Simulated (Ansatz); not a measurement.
Reactions of `[AlH2][O][AlH2]`.

Computed with Ansatz on PBE0-D4/def2-TZVP structures; ΔE is electronic, products minus reactants. CCSD(T)/CBS adds triple-zeta CCSD(T) − MP2 to the extrapolated MP2 energy (def2 sets, frozen cores). This one scheme is used for every species, atoms too. DFT in def2-TZVPP. Open shells (•) are unrestricted, without spin–orbit coupling. Spin–orbit coupling would lower the free atoms: a little for Al, O. One conformer a species, not always the lowest.

```tsv
reaction	ωB97M-V (eV)	ωB97X-V (eV)	MP2/CBS(def2) (eV)	HF/CBS(def2) (eV)	CCSD(T)/CBS(def2) (eV)
`[AlH2][O][AlH2]` + dimethylamine → `C[N](C)[AlH2]` + `[OH][AlH2]`	0.68	0.69	0.66	0.92	0.67
`[AlH2][O][AlH2]` + `C[BH][AlH2]` → `C[BH][AlH][AlH2]` + `[OH][AlH2]`	1.71	1.62	1.74	1.83	1.61
`[AlH2][O][AlH2]` + `N[SiH2]S` → `N[SiH2][S][AlH2]` + `[OH][AlH2]`	0.33	0.34	0.29	0.54	0.32
`[AlH2][O][AlH2]` + `N=C=O` → `O=C=[N][AlH2]` + `[OH][AlH2]`	0.14	0.14	0.12	0.09	0.14
`[AlH2][O][AlH2]` + H₂ → `[AlH3]` + `[OH][AlH2]`	1.50	1.48	1.61	1.45	1.53
`[AlH2][O][AlH2]` + `NCS` → `[AlH2][NH]CS` + `[OH][AlH2]`	0.57	0.59	0.57	0.76	0.58
`[AlH2][O][AlH2]` + silanol → `O[SiH2][AlH2]` + `[OH][AlH2]`	1.83	1.76	1.90	2.01	1.79
`[AlH2][O][AlH2]` → 2 Al• + 4 H• + O•	21.93	22.01	22.31	16.72	22.05
`[AlH2][O][AlH2]` + `CC(C)N` → `CC(C)[NH][AlH2]` + `[OH][AlH2]`	0.66	0.67	0.66	0.86	0.66
`[AlH2][O][AlH2]` + `N[Si]1(Cl)CO1` → `[AlH2][NH][Si]1(Cl)CO1` + `[OH][AlH2]`	0.58	0.60	0.58	0.75	0.57
```

Largest T1 diagnostic: 0.018, for Al•.
